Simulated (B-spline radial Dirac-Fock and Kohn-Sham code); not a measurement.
## Au⁵⁷⁺: scattering cross sections and density moments

System: Au⁵⁷⁺, configuration [Ar] 3d4.

Calculated with a radial B-spline solver, using configuration-average Dirac-Fock orbitals.

| Item | Value |
| --- | --- |
| Sum of ⟨r⟩ | 2.564 bohr |
| Sum of ⟨r²⟩ | 0.4329 bohr² |
| Sum of ⟨1/r⟩ | 461.41 per bohr |
| Langevin diamagnetic susceptibility | -0.343 × 10⁻⁶ cm³/mol |
| Lamb shielding (α²/3)Σ⟨1/r⟩ | 8190 ppm |

Coherent scattering is the Thomson cross section weighted by f₀², without anomalous dispersion; incoherent scattering is Klein-Nishina weighted by S. The Lamb formula is the non-relativistic shielding expression. Electron correlation is left out. A dash stands where the photon energy is too low for the impulse approximation behind that column.

| hν (keV) | coherent (b) | incoherent (b) | incoherent per electron (b) |
| --- | --- | --- | --- |
| 2 | 320.8 | – | – |
| 5 | 314.5 | – | – |
| 8.0478 | 303.3 | – | – |
| 50 | 95.34 | 5.144 | 0.234 |
| 100 | 37.21 | 6.977 | 0.317 |
| 200 | 11.96 | 7.268 | 0.330 |
| 500 | 2.329 | 5.937 | 0.270 |
| 1000 | 0.6200 | 4.517 | 0.205 |

Incoherent scattering overtakes coherent scattering between 200 and 500 keV.
